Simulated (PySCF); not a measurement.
**Silicon: a sound run and one with changed settings**

Sound run: Si⁺ [Ne] 3s2 3p1, Si²⁺ [Ne] 3s2. All numbers are calculated (PySCF 2.14, the non-relativistic Hamiltonian (point nucleus), in cc-pV(D+d)Z). The sound run starts from symmetry-adapted Hartree-Fock orbitals and uses a fine grid where one is needed.

A second run was set up differently.

```json
{"species": "Si⁺", "method": "UHF", "sound run (hartree)": "-288.56942", "changed run (hartree)": "-288.56942", "converged": "yes"}
{"species": "Si⁺", "method": "BP86", "sound run (hartree)": "-289.08886", "changed run (hartree)": "-289.08855", "converged": "yes"}
{"species": "Si⁺", "method": "PBE", "sound run (hartree)": "-288.91819", "changed run (hartree)": "-288.91789", "converged": "yes"}
{"species": "Si²⁺", "method": "UHF", "sound run (hartree)": "-287.98806", "changed run (hartree)": "-287.98806", "converged": "yes"}
{"species": "Si²⁺", "method": "BP86", "sound run (hartree)": "-288.48272", "changed run (hartree)": "-288.48272", "converged": "yes"}
{"species": "Si²⁺", "method": "PBE", "sound run (hartree)": "-288.31466", "changed run (hartree)": "-288.31466", "converged": "yes"}
```

Ionisation energy of Si⁺:

| method | sound run (eV) | changed run (eV) |
| --- | --- | --- |
| UHF | 15.820 | 15.820 |
| BP86 | 16.494 | 16.485 |
| PBE | 16.423 | 16.415 |

What was changed?
A. all electrons correlated in a valence basis
B. level shift left on
C. a valence shell is frozen
D. angular grid far too coarse

D. It used 14 angular points. A coarse angular grid integrates products of high-l functions wrongly, so density functionals can shift, and the SCF can exploit the error; Hartree-Fock and MP2 need no grid.
